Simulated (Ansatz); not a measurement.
Relaxation of Cl₂H₃OSn (7 atoms, charge 0, multiplicity 2), to a largest force component of 0.03 eV/Å in at most 50 steps.

Level of theory: UKS r2SCAN-D4/def2-SVP in Ansatz 0.2.0.

```xyz
7
Properties=species:S:1:pos:R:3:forces:R:3
Sn 0.035 0.059 -0.295 -0.01 -0.01 0.17
Cl 0.031 0.031 3.309 0.08 0.09 -2.04
H 1.622 -0.055 -0.968 0.05 -0.01 -0.01
H -0.857 1.377 -0.967 -0.03 0.04 -0.01
Cl -1.091 -1.889 -1.047 -0.01 -0.02 0.00
O -0.032 -0.030 4.962 -0.12 -0.15 1.85
H -0.536 -0.842 5.141 0.04 0.06 0.04
```

Question: Where does it end, and by what steps?

Answer: It did not converge within its limit. The force dipped under the threshold on the way, but the program's further checks kept it going. After 49 steps the energy has fallen by 2.212 eV; O6 moved furthest, 2.21 Å. Parted: Cl2–O6 (1.66 → 2.46 Å). Joined: Sn1–Cl2 (3.60 → 2.71 Å), Sn1–O6 (5.26 → 2.07 Å).

```csv
step,energy less start (eV),largest force component (eV/Å),accepted
0,0.0000,2.041,yes
2,-0.2018,1.420,yes
4,-0.8734,2.443,yes
6,-1.4661,0.495,yes
8,-1.5553,0.120,yes
10,-1.5674,0.126,yes
12,-1.5673,0.081,no
14,-1.5696,0.376,no
16,-1.5738,0.090,yes
18,-1.5694,0.525,no
20,-1.5798,0.020,yes
22,-1.5858,0.197,yes
24,-1.5896,0.111,yes
26,-1.6014,0.089,yes
28,-1.6128,1.222,yes
30,-1.6406,0.522,yes
32,-1.6835,0.150,yes
34,-1.7675,0.684,yes
36,-1.9003,0.398,yes
38,-2.0563,0.519,yes
40,-2.0924,0.262,yes
42,-2.1062,0.521,yes
44,-2.1268,0.177,yes
46,-2.1550,0.206,yes
48,-2.1979,0.448,yes
49,-2.2120,0.653,yes
```

```xyz
7
Properties=species:S:1:pos:R:3
Sn 0.072 -0.227 0.796
Cl 0.318 1.820 2.549
H 1.742 -0.206 0.488
H -1.146 0.720 0.021
Cl -0.694 -2.432 0.292
O -0.101 -0.585 2.824
H -1.018 -0.438 3.166
```

Run time: 7.7 min on 4 threads of Arm Neoverse V1, on a shared host, peak memory 0.28 GiB.
